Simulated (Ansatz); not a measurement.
SiH2Br− (SMILES [SiH2-]Br): the energy, rung by rung

SiH2Br−: 4 atoms, total charge -1, spin state singlet. SMILES: `[SiH2-]Br`. The coordinates come from a GFN2-xTB relaxation.

```xyz
4

Si   -0.1920   -0.3430   -0.6194
Br    1.6877   -0.2714    0.9111
H    -1.2099   -0.5300    0.4614
H    -0.2858    1.1444   -0.7531
```

Quantity: the energy change with the Si1–H3 bond stretched from 1.496 to 1.871 Å, in eV. The values are calculated.

| level | kind | program | value (eV) | less FCI/STO-3G | CPU time (all runs) |
| --- | --- | --- | --- | --- | --- |
| BLYP/STO-3G (restricted) | GGA | Ansatz | 0.69 | -0.21 | 2.6 s |
| PBE/STO-3G (restricted) | GGA | Ansatz | 0.73 | -0.17 | 2.6 s |
| r2SCAN/STO-3G (restricted) | meta-GGA | Ansatz | 0.82 | -0.08 | 6.4 s |
| B3LYP/STO-3G (restricted) | global hybrid | Ansatz | 0.84 | -0.06 | 2.8 s |
| BHLYP/STO-3G (restricted) | global hybrid | Ansatz | 1.04 | +0.14 | 2.5 s |
| wB97M-V/STO-3G (restricted) | range-separated hybrid | Ansatz | 0.95 | +0.05 | 39 s |
| BCCD(T)/STO-3G (restricted) | coupled cluster or CI | Ansatz | 0.90 | 0.00 | 0.9 s |
| FCI/STO-3G | exact in the basis | Ansatz | 0.90 | 0.00 | 1.8 s |

FCI/STO-3G is exact within its basis and frozen core, so for wave-function methods in that basis the difference is their error; functionals converge differently with the basis, so for them it is only a difference. All-electron rows without a relativistic Hamiltonian named are non-relativistic. Sets without diffuse functions describe the anion poorly. The first shape isn't each level's own minimum. The values span 0.69 to 1.04 eV. All rows use very small basis sets, so none should be taken for the real molecule's value. In the correlated wave-function rows the outer d shell of Br is correlated, in sets not made for it. In so small a basis fixed costs decide the times, and correlated methods can beat functionals. CPU times are rough (shared hosts, several kinds of processor and program).
